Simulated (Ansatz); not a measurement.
Mg₈O₈ (started as a model of: 1x4x4 MgO rock-salt block), relaxed as a singlet with RKS PBE-D4/def2-SVP in Ansatz, starting from a model built from a lattice or polyhedron. Force threshold 0.03 eV/Å.

Start:

```csv
atom,x (Å),y (Å),z (Å)
Mg1,-0.070,4.092,-1.453
O2,-0.830,2.289,-2.093
Mg3,-1.555,0.515,-2.776
O4,-2.295,-1.263,-3.438
O5,0.712,3.147,0.177
Mg6,-0.018,1.367,-0.477
O7,-0.768,-0.422,-1.161
Mg8,-1.503,-2.207,-1.817
Mg9,1.498,2.187,1.820
O10,0.754,0.448,1.148
Mg11,0.032,-1.370,0.475
O12,-0.707,-3.146,-0.188
O13,2.308,1.274,3.459
Mg14,1.551,-0.531,2.779
O15,0.811,-2.287,2.111
Mg16,0.080,-4.093,1.436
```

```tsv
step	energy (eV)	largest force component (eV/Å)	SCF passes
1	-59880.3830	2.202	162
2	-59881.5521	1.293	69
3	-59882.0982	0.690	36
4	-59882.1228	0.460	27
5	-59882.1517	0.018	25
6	-59882.1518	0.006	18
7	-59882.1518	0.006	15
8	-59882.1520	0.017	24
9 (rejected)	-59882.1517	0.253	24
10	-59882.1537	0.106	24
11	-59882.1572	0.189	25
12	-59882.1631	0.275	25
13	-59882.2129	0.050	29
14	-59882.2487	0.124	29
15	-59882.2704	0.245	29
16	-59882.3080	0.240	25
17	-59882.3516	0.025	24
```

Force components are those of the run's own axes.

End:

```xyz
16

Mg    0.327    3.523   -1.525
O    -0.843    2.195   -2.079
Mg   -1.444    0.450   -2.679
O    -1.627   -1.254   -3.477
O     0.764    3.014    0.202
Mg   -0.530    1.400   -0.154
O    -1.272   -0.308   -0.799
Mg   -1.362   -2.080   -1.798
Mg    1.513    2.050    1.709
O     0.176    0.526    1.474
Mg   -0.473   -1.202    0.762
O    -0.694   -3.038   -0.248
O     2.623    1.058    2.870
Mg    1.534   -0.465    2.628
O     0.833   -2.187    2.075
Mg    0.474   -3.682    1.039
```

By distances, no bond broke or formed. The bond that changes most is O15–Mg16, from 2.06 to 1.85 Å (atoms count from 1).

The force fell under the threshold at step 5, but the optimiser went on and released 0.200 eV more. No frequencies were taken in this run, so the end may be a saddle point.

Hardware: 4 threads of Arm Neoverse V2 on a shared host. Wall time 2.3 min, peak host memory 0.65 GiB.
